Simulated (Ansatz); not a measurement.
Consider the substitution at a C–B bond: `CBCBO` + `O[SiH2]O[SiH](O)O` → `CO[SiH](O)O[SiH2]O` + `BCBO`.

Gas-phase electronic energies from Ansatz, PBE0-D4/def2-TZVP geometries. CBS: MP2 limit from def2 TZ/QZ plus the TZ coupled-cluster correction, frozen cores. Functionals use def2-TZVPP. One conformer a species, not always the lowest.

| level | ΔE (kJ/mol) | difference from CCSD(T)/CBS |
| --- | --- | --- |
| PBE-D4 | 108.0 | 1.0 |
| r2SCAN-D4 | 109.0 | 2.0 |
| ωB97M-V | 105.8 | -1.2 |
| PBE | 109.3 | 2.3 |
| MP2/def2-TZVPP | 109.7 | 2.7 |
| CCSD/def2-TZVPP | 102.9 | -4.1 |
| MP2/def2-QZVPP | 111.4 | 4.4 |
| HF/CBS(def2) | 90.3 | -16.7 |
| MP2/CBS(def2) | 113.0 | 6.0 |
| CCSD/CBS(def2) | 106.3 | -0.7 |
| CCSD(T)/CBS | 107.0 | 0 |

Largest T1 diagnostic among the species: 0.013.

In def2-TZVPP, CCSD(T) changes the Hartree–Fock value by +12.8 kJ/mol (the triples alone add +0.8 kJ/mol) and MP2 by +18.9 kJ/mol.
